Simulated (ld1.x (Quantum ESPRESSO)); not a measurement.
## Before and after: TM potential for Fe

* Element: Fe (Z = 26)
* Generator: ld1.x (Quantum ESPRESSO) 7.5
* Type: norm-conserving Troullier–Martins (Kleinman–Bylander form)
* Functional: LDA (PZ)
* Relativity: scalar-relativistic
* Frozen core: [Ne] 3s2
* Valence charge: 14
* Reference configuration: 3p6 3d5 4s0 4p0 (charge +3)
* Partial waves: 4s (bound, empty): rc 2.05 bohr; 3d (bound): rc 1.85 bohr; 3p (bound): rc 0.75 bohr
* Local potential: the p channel
* Core correction: none

Change: local potential the s channel.

Cutoffs: the cutoffs (Ry, on a coarse ladder) from which the occupation-weighted sum of valence levels, in a spherical-Bessel basis at the reference potential, stays within 10 and 1 mRy of its value at 400 Ry; they do not see the model core or the augmentation charge, which bear on the density cutoff. Errors are all-electron minus pseudo energies relative to the spin-unpolarised reference configuration.

Q: Predict the effect on cutoff, ghosts and configuration errors.

A: The potential gets neither clearly harder nor softer (140 Ry and 260 Ry → 140 Ry and 260 Ry); the bound ghost in s disappears; of the 9 tests that both files solve, the error grows in 2 and shrinks in 4 by more than 15 % and 0.3 meV (median size 134.4 → 165.7 meV); the range in which the p phases agree narrows (upper end at the end of the scan → -3.6). In the separable form a ghost depends on how the local part lies against the semilocal potential of the channel, so the choice of the local part can create or remove one.

```csv
quantity,base,changed
"cutoff, loose",140 Ry,140 Ry
"cutoff, tight",260 Ry,260 Ry
loose cutoff by channel (10 mRy a level),"d 70 Ry, p 100 Ry","p 110 Ry, d 70 Ry"
bound ghosts,s,none
"error for 3p6 3d6 4s2 4p0, meV [ΔE -60.00 eV]",+134,-66
"error for 3p6 3d6 4s1 4p0, meV [ΔE -51.02 eV]",+107,-114
"error for 3p6 3d6 4s0 4p0, meV [ΔE -34.53 eV]",+62,-166
"error for 3p5 3d6 4s2 4p0, meV [ΔE 7.58 eV]",-255,-278
"error for 3p6 3d6 4s0 4p2, meV [ΔE -51.39 eV]",+47,-1686
"error for 3p6 3d6 4s1.5 4p0, meV [ΔE -56.41 eV]",+123,-88
"error for 3p6 3d4 4s0 4p0, meV [ΔE 53.38 eV]",+190,-49
"error for 3p6 3d5 4s0 4p0 (spin-polarised), meV [ΔE -6.39 eV]",+1246,+1235
"error for 3p6 3d6 4s2 4p0 (spin-polarised), meV [ΔE -63.39 eV]",+790,+609
s: phases at 2.25 bohr within 0.05 rad from the reference energy up to (Ry; the scan ends near 5),2.1,1.6
p: phases at 2.25 bohr within 0.05 rad from the reference energy up to (Ry; the scan ends near 5),to the end of the scan,-3.6
d: phases at 2.25 bohr within 0.05 rad from the reference energy up to (Ry; the scan ends near 5),-0.9,-1.9
```

Changed file: These tests converged, but a pseudo level misses the all-electron one widely, so the file describes the atom poorly there or has found another state: 3p6 3d4 4s0 4p0: empty 4p by 4.5 eV. A true bound ghost makes a file unfit for plane-wave use even where its test errors are small: the radial tests pick states by their node count and pass the ghost by.
